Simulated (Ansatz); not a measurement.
Born–Oppenheimer molecular dynamics of Cl₅HW (7 atoms, charge 0, multiplicity 1). It starts at the highest image of a converged band. Of that band: Beside the main top the profile has a ripple of under 15 meV (maxima at images 2, 7), which may be a very shallow well or noise. A structure lower than the first end lies on the path between it and the top, so the climb from that side starts below the end, which may itself be a saddle point or a shallow side well. A vibrational analysis at the climbing image gives one clearly imaginary mode, 102i cm⁻¹: a first-order saddle point.

Computed with RKS B3LYP-D4/def2-SVP (Ansatz 0.2.0).

| Property | Result |
| --- | --- |
| ensemble | NVE (velocity Verlet) |
| time step | 0.5 fs |
| steps asked | 200 |
| starting velocities drawn for | 300 K |
| seed | 7417 |

First frame:

```xyz
7
Properties=species:S:1:pos:R:3
W -0.421 0.000 -0.151
H 1.161 -0.001 1.299
Cl 2.428 -0.002 0.789
Cl -0.278 2.172 0.515
Cl -2.695 0.002 -0.245
Cl -0.281 -2.171 0.516
Cl 0.637 -0.001 -2.171
```

Problem. How far do the bonds stretch over the last three quarters of this one trajectory? (Pairs bonded in most of those frames.)

Solution. 
| bond | mean (Å) | spread (Å) | shortest | longest |
| --- | --- | --- | --- | --- |
| W1–H2 | 1.896 | 0.131 | 1.66 | 2.09 |
| W1–Cl3 | 2.776 | 0.083 | 2.60 | 2.90 |
| W1–Cl4 | 2.289 | 0.023 | 2.25 | 2.32 |
| W1–Cl5 | 2.284 | 0.033 | 2.24 | 2.34 |
| W1–Cl6 | 2.285 | 0.010 | 2.26 | 2.30 |
| W1–Cl7 | 2.281 | 0.016 | 2.25 | 2.30 |
| H2–Cl3 | 1.541 | 0.189 | 1.34 | 2.19 |

Mean temperature of the second half: 306 K. The conserved energy stayed within 0.023 meV per atom of its start (net change -0.001 meV per atom), so the integration is sound. A run of 0.1 ps of so small a system gives no equilibrium averages. The orbitals stay closed-shell, which can raise the energy where a bond breaks towards radicals; this wasn't checked here.

Time of the run: 14 min on 4 threads of Arm Neoverse V1, on a shared host, peak memory 0.31 GiB.
